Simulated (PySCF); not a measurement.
# `O=C1C=C[C@](F)(CCl)C1`, C6H6ClFO

Geometry:
```json
{"atom": "O1", "x (Å)": "2.537", "y (Å)": "-0.122", "z (Å)": "1.449"}
{"atom": "C2", "x (Å)": "1.644", "y (Å)": "-0.032", "z (Å)": "0.651"}
{"atom": "C3", "x (Å)": "1.408", "y (Å)": "1.065", "z (Å)": "-0.312"}
{"atom": "C4", "x (Å)": "0.267", "y (Å)": "0.885", "z (Å)": "-0.967"}
{"atom": "C5", "x (Å)": "-0.465", "y (Å)": "-0.348", "z (Å)": "-0.503"}
{"atom": "F6", "x (Å)": "-0.772", "y (Å)": "-1.161", "z (Å)": "-1.590"}
{"atom": "C7", "x (Å)": "-1.808", "y (Å)": "-0.006", "z (Å)": "0.151"}
{"atom": "Cl8", "x (Å)": "-1.554", "y (Å)": "1.052", "z (Å)": "1.555"}
{"atom": "C9", "x (Å)": "0.524", "y (Å)": "-1.042", "z (Å)": "0.436"}
{"atom": "H10", "x (Å)": "2.098", "y (Å)": "1.881", "z (Å)": "-0.427"}
{"atom": "H11", "x (Å)": "-0.155", "y (Å)": "1.512", "z (Å)": "-1.733"}
{"atom": "H12", "x (Å)": "-2.300", "y (Å)": "-0.918", "z (Å)": "0.492"}
{"atom": "H13", "x (Å)": "-2.448", "y (Å)": "0.517", "z (Å)": "-0.559"}
{"atom": "H14", "x (Å)": "0.934", "y (Å)": "-1.930", "z (Å)": "-0.050"}
{"atom": "H15", "x (Å)": "0.085", "y (Å)": "-1.346", "z (Å)": "1.385"}
```

Computed with GIAO CAM-B3LYP/pcSseg-1 magnetisability, rotational g tensor and spin-rotation constants, non-relativistic, gas phase in PySCF. Geometry: GFN2-xTB.

Task: Give the nuclear spin-rotation constants along the inertial axes (H = +C I·J) beside the isotropic shieldings.

Result: Rotational constants 1.7229, 1.2799, 0.9393 GHz. A star marks the isotopologue with that one atom substituted, in its own axes.
| atom | isotope | Caa (kHz) | Cbb (kHz) | Ccc (kHz) | mean (kHz) | σ (ppm) |
| --- | --- | --- | --- | --- | --- | --- |
| F6 | 19F | 1.147 | 0.862 | 0.723 | 0.911 | 349.1 |
| Cl8 | 35Cl | 0.323 | 0.069 | 0.226 | 0.206 | 874.3 |
| H10 | 1H | -0.099 | -0.133 | 0.038 | -0.065 | 25.4 |
| H11 | 1H | -0.121 | -0.118 | 0.053 | -0.062 | 24.4 |
| H12 | 1H | -0.127 | -0.150 | 0.021 | -0.085 | 27.9 |
| H13 | 1H | -0.043 | -0.131 | -0.042 | -0.072 | 28.1 |
| H14 | 1H | -0.142 | -0.040 | -0.067 | -0.083 | 29.0 |
| H15 | 1H | -0.167 | -0.092 | -0.016 | -0.092 | 29.1 |
| O1 | 17O* | -1.172 | -0.474 | -0.649 | -0.765 | -314.7 |
| C2 | 13C* | 0.695 | 0.443 | 0.520 | 0.553 | -25.0 |
| C3 | 13C* | 0.506 | 0.285 | 0.487 | 0.426 | 35.1 |
| C4 | 13C* | 0.536 | 0.311 | 0.535 | 0.461 | 15.8 |
| C5 | 13C* | 0.550 | 0.272 | 0.274 | 0.365 | 80.2 |
| C7 | 13C* | 0.340 | 0.220 | 0.203 | 0.255 | 132.4 |
| C9 | 13C* | 0.309 | 0.253 | 0.192 | 0.251 | 134.8 |

For the geometry as given, no vibrational averaging.
